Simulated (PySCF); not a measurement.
## Tc⁺: ionisation energy

Tc⁺ [Kr] 4d5 5s1 (7S) → Tc²⁺ [Kr] 4d5 (6S), as a difference of total energies. All numbers are calculated (PySCF 2.14, scalar relativity by spin-free X2C-1e, in x2c-SVPall (6s5p5d1f, 53 functions)). Correlated levels: valence: [Kr] frozen. The calculations carry no spin-orbit coupling.

```
           method  ionisation energy (eV)
              UHF                  14.216
             BP86                  15.575
              LDA                  15.746
    MP2 (valence)                  14.570
SCS-MP2 (valence)                  14.334
```

Task: How much does correlation contribute at MP2 (valence)?

Result: 14.570 − (14.216) = 0.354 eV, measured against UHF.

Errors of the correlated levels include the incompleteness of this basis and the frozen core.

For comparison: 15.26 eV (semi-empirical (NIST evaluation); NIST Atomic Spectra Database, ionization energies).
